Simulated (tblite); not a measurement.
C2Cl3 (SMILES Cl[C]=C(Cl)Cl), doublet, at a GFN2-xTB geometry; GFN1-xTB with ALPB(water) (tblite).

tblite was given this input:
```
$ tblite run mol.xyz --method gfn1 --charge 0 --spin 1 --alpb water --json tblite.json --no-restart

# file mol.xyz
5

C     -0.01280289     0.20464514     1.02473773
C      0.00168582     0.32335442    -0.26381268
Cl    -0.02139799    -0.94010326     2.18439863
Cl     0.02057196    -1.07353155    -1.37258546
Cl     0.00474969     1.82728202    -1.08037495
```

Write the output that tblite gives for this input, abridged.


```
xTB calculator
 | screened Coulomb repulsion
 | Coulomb electrostatics
 |  * isotropic Klopman-Ohno-Mataga-Nishimoto electrostatics
 |  * onsite third-order electrostatics
 | DFT-D3(BJ) dispersion correction
 | Interactions (3)
 | [1] alpb/gbsa reaction field model
 | [2] cds contribution to solvation
 | [3] empirical free energy shift and standard state/solvent correction

halogen bonding energy    0.0000000000000E+00 Eh
repulsion energy          9.2008404699457E-02 Eh
dispersion energy        -2.4816613932688E-03 Eh
interaction energy       -7.8721423304889E-04 Eh
number of electrons       2.9000000000000E+01 e
integral cutoff           1.8692496428791E+01 bohr

------------------------------------------------------------
  cycle        total energy    energy error   density error
------------------------------------------------------------
      1     -16.84853134715  -1.6937271E+01   4.8276648E-01
      2     -16.86618557220  -1.7654225E-02   2.9949499E-01
      3     -16.86469031793   1.4952543E-03   7.5156090E-02
      4     -16.86712847465  -2.4381567E-03   1.2603646E-02
      5     -16.86722378795  -9.5313308E-05   3.1122993E-03
      6     -16.86722707693  -3.2889720E-06   1.3818667E-04
      7     -16.86722708590  -8.9775369E-09   5.8274396E-05
      8     -16.86722708737  -1.4669261E-09   9.1592318E-06
------------------------------------------------------------

electronic energy        -1.6955966616443E+01 Eh
total energy             -1.6867227087370E+01 Eh

Post processing:
 | Mayer-Wiberg bond orders

[Info] JSON dump of results written to 'tblite.json'
```
